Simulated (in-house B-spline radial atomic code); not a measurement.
A calculation on the samarium ion Sm⁴⁺ (an excited or competing configuration): its settings, and results tabulated from the run. Level of theory: scalar-relativistic (X2C) B97-1, spin-polarised, spherical fractional occupations, Fermi nucleus of rms radius 5.0819 fm; calculated with a B-spline radial code for spherical atoms.

Command:
```bash
python run_scf.py task.json out
```
Settings (nuclear radius in fm, mass in u):
```
Z                62
configuration    [Xe] 4f3 6f1
hamiltonian      x2c
method           b97_1
spin_polarised   True
nucleus          fermi
rms_radius       5.0819
atomic_mass      151.91974
speed_of_light   137.035999084
```

Output (hartree, bohr):
```
 radial grid: 73 intervals, B-splines of order 8, outer radius 40.8511 bohr

 iter        energy (Eh)    residual
    1      -10398.397945    6.63e-01
    2      -10411.043634    6.89e-01
    3      -10420.840017    1.69e-01
    4      -10421.350290    5.42e-02
    5      -10421.385940    1.44e-02
    6      -10421.390350    6.30e-03
    7      -10421.391106    3.76e-04
    8      -10421.391105    6.19e-05
    9      -10421.391105    7.17e-06
   10      -10421.391105    1.14e-06
   11      -10421.391105    1.06e-07

 total energy                    -10421.39110
 kinetic                           11304.5507
 electron-nucleus                 -25399.7730
 Hartree                            3909.4860
 exact exchange                      -48.5988
 exchange-correlation               -187.0560

 orbital      occ     eigenvalue          <r>       <r^2>       <1/r>       r_max
 1s up      1.000     -1717.3450    0.0220453 0.000671433     73.5216     0.01366
 1s down    1.000     -1717.3450    0.0220453 0.000671433     73.5216     0.01366
 2s up      1.000      -283.7887    0.0963588   0.0110239     16.9283     0.08202
 2s down    1.000      -283.7873    0.0963577   0.0110236     16.9285     0.08202
 2p up      3.000      -253.7597    0.0850927  0.00885516     15.0701     0.06594
 2p down    3.000      -253.7588    0.0850916  0.00885486     15.0702     0.06594
 3s up      1.000       -64.7605     0.254563     0.07418     6.06479      0.2339
 3s down    1.000       -64.7079     0.254412   0.0740897     6.06914      0.2338
 3p up      3.000       -55.2977      0.25286   0.0742029     5.54364      0.2291
 3p down    3.000       -55.2432     0.252672    0.074089     5.54796       0.229
 3d up      5.000       -42.2881     0.231091   0.0628219     5.21369      0.1878
 3d down    5.000       -42.2406      0.23084   0.0626701     5.21809      0.1877
 4s up      1.000       -15.1782     0.575554     0.37375     2.52204      0.5384
 4s down    1.000       -15.0578     0.575498    0.373647     2.52111      0.5383
 4p up      3.000       -12.0133     0.607072    0.418804     2.28788      0.5609
 4p down    3.000       -11.8891     0.607075    0.418795      2.2868      0.5607
 4d up      5.000        -7.5024     0.657787    0.500421      2.0128      0.5838
 4d down    5.000        -7.3648     0.658353    0.501406     2.01023      0.5836
 5s up      1.000        -3.7560      1.30841     1.91261      1.0303       1.209
 5s down    1.000        -3.7021      1.31823     1.94104     1.01959       1.216
 5p up      3.000        -2.8579      1.46203     2.39621    0.901541       1.334
 5p down    3.000        -2.8174       1.4752     2.43884     0.89071       1.344
 4f up      3.000        -2.5201     0.802091    0.790158     1.55796      0.5871
 6f up      1.000        -0.4670      5.98053     40.5786     0.23077       6.219

 Slater integrals (Eh)
   F0(4f up,4f up)               1.143312
   F2(4f up,4f up)               0.555986
   F4(4f up,4f up)               0.351409
   F6(4f up,4f up)               0.253554
   F0(4f up,6f up)               0.219109
   F2(4f up,6f up)               0.025421
   F4(4f up,6f up)               0.011143
   F6(4f up,6f up)               0.007148
   G0(4f up,6f up)               0.009140
   G2(4f up,6f up)               0.010206
   G4(4f up,6f up)               0.007632
   G6(4f up,6f up)               0.005847
   F0(6f up,6f up)               0.149658
   F2(6f up,6f up)               0.076824
   F4(6f up,6f up)               0.053445
   F6(6f up,6f up)               0.041134
```

Time taken, with all properties: 0.31 s on 1 thread of Arm Neoverse V2, on a shared host.

Caution: exact exchange at fractional occupations of open shells leaves self-interaction of up to several eV.

One-electron X2C: radii and densities carry no picture-change correction, so inner-shell <1/r> comes out high (for 1s by about 2 % at Z = 33, 5 % at 54, 10 % at 75, 30 % at 118) and <r> low.
